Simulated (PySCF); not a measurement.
Ge(Cl)2 cation (Cl₂Ge), SMILES [Cl][Ge][Cl] (connectivity only; charge and spin as stated), charge +1, multiplicity 2.

The structure is a stationary point at PBE0-D3(BJ)/def2-TZVP. The spin state was assumed, not searched. The isomer is the one that the SMILES or the coordinates give; other isomers of the formula were not compared.

These are PBE0-D3(BJ)/def2-TZVP (PySCF 2.14.0) values and carry that method's errors.

Frequencies are harmonic and unscaled.

Computed normal modes with their intensities:
| mode | ν (cm⁻¹) | IR (km/mol) | moving atoms (share of kinetic energy) |
|---|---|---|---|
| 1 | 134 | 2.6 | Cl 71 %, Ge 29 % |
| 2 | 432 | 9.2 | Cl 80 %, Ge 20 % |
| 3 | 495 | 62.7 | Cl 58 %, Ge 42 % |
